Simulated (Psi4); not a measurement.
lithium hydride (HLi), singlet, geometry from GFN2-xTB (such geometries of metal compounds can be far from the true shape); HF/def2-SVP in Psi4.

The Psi4 input:
```
memory 2 GB

molecule {
0 1
Li   -0.00000000   -0.00000000   -0.34356182
H     0.00000000    0.00000000    1.03068545
}

set {
  basis def2-svp
}

energy('scf')
print_variables()
```

Q: What does Psi4 print? Leave out banner, timings and long lists.

A: 
```
   => Loading Basis Set <=

    Name: DEF2-SVP
    Role: ORBITAL
    Keyword: BASIS

         ---------------------------------------------------------
                                   SCF
               by Justin Turney, Rob Parrish, Andy Simmonett
                          and Daniel G. A. Smith
                              RHF Reference
         ---------------------------------------------------------

  ==> Geometry <==

    Molecular point group: c2v
    Full point group: C_inf_v

    Geometry (in Angstrom), charge = 0, multiplicity = 1:

       Center              X                  Y                   Z               Mass
    ------------   -----------------  -----------------  -----------------  -----------------
         LI           0.000000000000     0.000000000000    -0.172610968014     7.016003436600
         H            0.000000000000     0.000000000000     1.201636301986     1.007825032230

  Running in c2v symmetry.

  Rotational constants: A = ************  B =     10.12916  C =     10.12916 [cm^-1]
  Rotational constants: A = ************  B = 303664.57810  C = 303664.57810 [MHz]
  Nuclear repulsion =    1.155200862803970

  Charge       = 0
  Multiplicity = 1
  Electrons    = 4
  Nalpha       = 2
  Nbeta        = 2

  ==> Algorithm <==

  SCF Algorithm Type is DF.
  DIIS enabled.
  MOM disabled.
  Fractional occupation disabled.
  Guess Type is SAD.
  Energy threshold   = 1.00e-06
  Density threshold  = 1.00e-06
  Integral threshold = 1.00e-12

  ==> Primary Basis <==

  Basis Set: DEF2-SVP
    Blend: DEF2-SVP
    Number of shells: 8
    Number of basis functions: 14
    Number of Cartesian functions: 14
    Spherical Harmonics?: true
    Max angular momentum: 1

   => Loading Basis Set <=

    Name: (DEF2-SVP AUX)
    Role: JKFIT
    Keyword: DF_BASIS_SCF

  ==> Integral Setup <==

  SCF_SUBTYPE=INCORE selected. In-core MEM_DF algorithm will be used.
  Using in-core AOs.

  ==> MemDFJK: Density-Fitted J/K Matrices <==

    J tasked:                   Yes
    K tasked:                   Yes
    wK tasked:                   No
    Algorithm:                 Core
    Schwarz Cutoff:           1E-12
    Mask sparsity (%):       0.0000
    Fitting Condition:        1E-10

   => Auxiliary Basis Set <=

  Basis Set: (DEF2-SVP AUX)
    Blend: DEF2-UNIVERSAL-JKFIT
    Number of shells: 23
    Number of basis functions: 69
    Number of Cartesian functions: 80
    Spherical Harmonics?: true
    Max angular momentum: 3

[...]

                           Total Energy        Delta E     RMS |[F,P]|

   @DF-RHF iter SAD:    -7.69500869679274   -7.69501e+00   0.00000e+00
   @DF-RHF iter   1:    -7.95841866050690   -2.63410e-01   1.12119e-02 DIIS/ADIIS
   @DF-RHF iter   2:    -7.96918214928802   -1.07635e-02   1.55036e-03 DIIS/ADIIS
   @DF-RHF iter   3:    -7.96963001849187   -4.47869e-04   3.88173e-04 DIIS/ADIIS
   @DF-RHF iter   4:    -7.96967513398265   -4.51155e-05   9.32074e-05 DIIS
   @DF-RHF iter   5:    -7.96967860998005   -3.47600e-06   1.65891e-05 DIIS
   @DF-RHF iter   6:    -7.96967870204931   -9.20693e-08   1.13289e-06 DIIS
   @DF-RHF iter   7:    -7.96967870240813   -3.58826e-10   1.45484e-07 DIIS
  Energy and wave function converged.

  ==> Post-Iterations <==

    Orbital Energies [Eh]
    ---------------------

    Doubly Occupied:

[...]
    Virtual:

[...]
    Final Occupation by Irrep:
             A1    A2    B1    B2
    DOCC [     2,    0,    0,    0 ]
    NA   [     2,    0,    0,    0 ]
    NB   [     2,    0,    0,    0 ]

  @DF-RHF Final Energy:    -7.96967870240813

   => Energetics <=

    Nuclear Repulsion Energy =              1.1552008628039698
    One-Electron Energy =                 -12.7872438877104351
    Two-Electron Energy =                   3.6623643224983340
    Total Energy =                         -7.9696787024081317

Computation Completed

Properties will be evaluated at   0.000000,   0.000000,   0.000000 [a0]

Properties computed using the SCF density matrix

 Multipole Moments:

 ------------------------------------------------------------------------------------
     Multipole            Electronic (a.u.)      Nuclear  (a.u.)        Total (a.u.)
 ------------------------------------------------------------------------------------

 L = 1.  Multiply by 2.5417464519 to convert [e a0] to [Debye]
 Dipole X            :          0.0000000            0.0000000            0.0000000
 Dipole Y            :          0.0000000            0.0000000            0.0000000
 Dipole Z            :         -3.4480471            1.2922011           -2.1558459
 Magnitude           :                                                    2.1558459

 ------------------------------------------------------------------------------------

  Variable Map:
  ----------------------------------------------------------------------------
[...]
  Array Variable Map:
  ----------------------------------------------------------------------------
[...]
[...]
```
